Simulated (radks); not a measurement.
Ionisation ladder of dysprosium, from Dy44+ to Dy65+. Each ion is in the ground configuration listed by NIST, and IE = E(next ion) - E(this ion), with E = 0 for the bare nucleus. Calculated with a radial shooting solver on a logarithmic mesh with Libxc functionals: Dirac Kohn-Sham, exchange-only PBE, spin-unpolarised, spherical densities, finite nucleus; open shells fill j = l - 1/2 first; Fermi nuclear charge, rms radius 5.2218 fm.

species  configuration  E (hartree)  IE, Delta-SCF (eV)  -e(HOMO) (eV)   HOMO  <r> HOMO (bohr)  IE, NIST (eV)    kind  error (eV)
Dy44+         [Ar] 3d4  -10583.3516              3606.5         3546.8  3d3/2            0.193           3607  theory        -0.5
Dy45+         [Ar] 3d3  -10450.8151              3726.8         3666.4  3d3/2            0.191           3725  theory        +1.8
Dy46+         [Ar] 3d2  -10313.8583              3848.4         3787.4  3d3/2            0.189           3852  theory        -3.6
Dy47+         [Ar] 3d1  -10172.4306              3971.4         3909.7  3d3/2            0.188           3970  theory        +1.4
Dy48+             [Ar]  -10026.4830              4308.4         4254.8  3p3/2            0.216           4303  theory        +5.4
Dy49+     [Ne] 3s2 3p5   -9868.1540              4415.9         4362.0  3p3/2            0.215           4407  theory        +8.9
Dy50+     [Ne] 3s2 3p4   -9705.8723              4524.0         4469.9  3p3/2            0.213           4523  theory        +1.0
Dy51+     [Ne] 3s2 3p3   -9539.6200              4632.4         4578.1  3p3/2            0.212           4629  theory        +3.4
Dy52+     [Ne] 3s2 3p2   -9369.3836              4958.8         4901.6  3p1/2            0.201           4945  theory       +13.8
Dy53+     [Ne] 3s2 3p1   -9187.1528              5073.2         5016.0  3p1/2            0.200           5066  theory        +7.2
Dy54+         [Ne] 3s2   -9000.7173              5315.8         5262.7  3s1/2            0.211           5296  theory       +19.8
Dy55+         [Ne] 3s1   -8805.3666              5422.3         5368.8  3s1/2            0.210           5412  theory       +10.3
Dy56+             [Ne]   -8606.1021             12102.1        11955.4  2p3/2           0.0796          12081  theory       +21.1
Dy57+     [He] 2s2 2p5   -8161.3569             12396.9        12249.2  2p3/2           0.0791          12370  theory       +26.9
Dy58+     [He] 2s2 2p4   -7705.7810             12693.3        12544.8  2p3/2           0.0786          12690  theory        +3.3
Dy59+     [He] 2s2 2p3   -7239.3099             12991.2        12842.1  2p3/2           0.0781          12986  theory        +5.2
Dy60+     [He] 2s2 2p2   -6761.8935             14186.7        14023.3  2p1/2           0.0711          14144  theory       +42.7
Dy61+     [He] 2s2 2p1   -6240.5433             14513.6        14350.1  2p1/2           0.0706          14495  theory       +18.6
Dy62+         [He] 2s2   -5707.1801             14986.4        14855.5  2s1/2           0.0850          14936  theory       +50.4
Dy63+         [He] 2s1   -5156.4411             15241.7        15115.9  2s1/2           0.0846        15228.1  theory       +13.6
Dy64+             [He]   -4596.3199               62023          61474  1s1/2           0.0210        61736.6  theory      +286.4
Dy65+              1s1   -2317.0144               63049          62564  1s1/2           0.0209        63073.2  theory       -24.1

Reference values: NIST Atomic Spectra Database (exp. = measured, semi-emp. = semi-empirical, theory = theoretical value adopted there). The ionisation energy per charge of the ion left behind rises most, in proportion, at Dy64+ ([He]), from 238.15 to 954.20 eV. Spin polarisation and multiplet splitting are left out, so open shells lie too high by an amount that depends on their filling.

Beside tabulated values, note that spin-unpolarised runs miss the spin-polarisation part of the exchange energy of open shells.
